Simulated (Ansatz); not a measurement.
Consider the ligand exchange at the Al–N bond: `[AlH2][N]1C[SiH2]1` + `C[NH][AlH2]` → `C[N]([AlH2])[AlH2]` + `C1N[SiH2]1`.

Program: Ansatz. Geometries: PBE0-D4/def2-TZVP. ΔE: electronic, gas phase. CBS: MP2 limit from def2 TZ/QZ plus the TZ coupled-cluster correction, frozen cores. DFT in def2-TZVPP. HSE06 is defined as in plane-wave codes.

Problem. Is it downhill or uphill in electronic energy at CCSD(T)/CBS, and by how much? (Estimate.)

Solution. The calculation gave: Uphill: ΔE = +31.8 kJ/mol.

Problem. What do these levels give: HSE06-D4, BHLYP-D4, B2PLYP, PBE-QIDH, BHLYP, SCS-MP2/def2-QZVPP? (An estimate is asked.)

Solution. Computed: HSE06-D4 31.7, BHLYP-D4 37.3, B2PLYP 35.6, PBE-QIDH 32.9, BHLYP 38.9, SCS-MP2/def2-QZVPP 34.5 kJ/mol.

Largest T1 diagnostic among the species: 0.013.

Leaving LDA and LC-ωPBE aside and taking each functional with its dispersion term where it has one, the values, not all of them listed here, spread over 7.1 kJ/mol, from PBE-D4 to BHLYP-D4. In def2-TZVPP, CCSD(T) changes the Hartree–Fock value by −11.5 kJ/mol (the triples alone add −2.1 kJ/mol) and MP2 by −10.2 kJ/mol.
